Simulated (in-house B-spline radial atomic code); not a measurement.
A fraction x of an electron is removed from 4f in Pr²⁺, starting from [Xe] 4f3 and keeping the highest spin. All numbers are computed (scalar-relativistic (X2C) LDA VWN5, spin-polarised, spherical fractional occupations; Fermi nucleus of rms radius 4.8919 fm) with an all-electron radial atomic-structure program (B-spline basis), not measured.

| x | E(x) - E(0) (eV) | 4f up level (eV) |
| --- | --- | --- |
| 0 | 0.0000 | -14.815 |
| 0.09 | 1.3918 | -16.120 |
| 0.17 | 2.7286 | -17.304 |
| 0.28 | 4.7232 | -18.968 |
| 0.4 | 7.1106 | -20.829 |
| 0.5 | 9.2724 | -22.414 |
| 0.58 | 11.1170 | -23.703 |
| 0.7 | 14.0791 | -25.672 |
| 0.82 | 17.2799 | -27.681 |
| 0.99 | 22.2321 | -30.593 |
| 1 | 22.5389 | -30.767 |

The exact functional would give a straight line between the two integer points. Deviations E(x) - E(0) - x[E(1) - E(0)], in eV: -0.637 at x = 0.09, -1.103 at x = 0.17, -1.588 at x = 0.28, -1.905 at x = 0.4, -1.997 at x = 0.5, -1.956 at x = 0.58, -1.698 at x = 0.7, -1.202 at x = 0.82, -0.081 at x = 0.99.

The curve lies below the straight line by up to 1.997 eV (at x = 0.5): convex, the delocalisation error that favours fractional charges.

Question: How well does Slater's transition state (minus the level at half occupation) give the ionisation energy?

Answer: It gives 22.414 eV against 22.539 eV from the two total energies; NIST lists 21.62 eV, ground level to ground level.
